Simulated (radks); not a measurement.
Q: Neutral molybdenum, [Kr] 4d5 5s1. Calculated with a radial shooting solver on a logarithmic mesh with Libxc functionals: non-relativistic Kohn-Sham, PBE, spin-polarised, spherical densities, point nucleus. Every spin shell is full or empty, so the densities are truly spherical. Functionals are evaluated on that one density, not self-consistently. Rank these orbital-free kinetic functionals by their error against the exact value of the orbitals, and give that value: Thomas-Fermi, von Weizsacker, TF + vW/5, LC94, APBEK, revAPBEK, Thakkar, Pearson, PG1, DePristo-Kress, Ernzerhof.

A: Exact: 3975.27 hartree. From best to worst, with 100 (|E| - |E exact|)/|E exact| (equal figures are ties): DePristo-Kress -0.06, LC94 +0.08, APBEK +0.14, revAPBEK +0.34, Ernzerhof -0.37, Thakkar -0.50, Pearson -0.97, TF + vW/5 +3.24, Thomas-Fermi -5.57, PG1 +16.19, von Weizsacker -55.96.
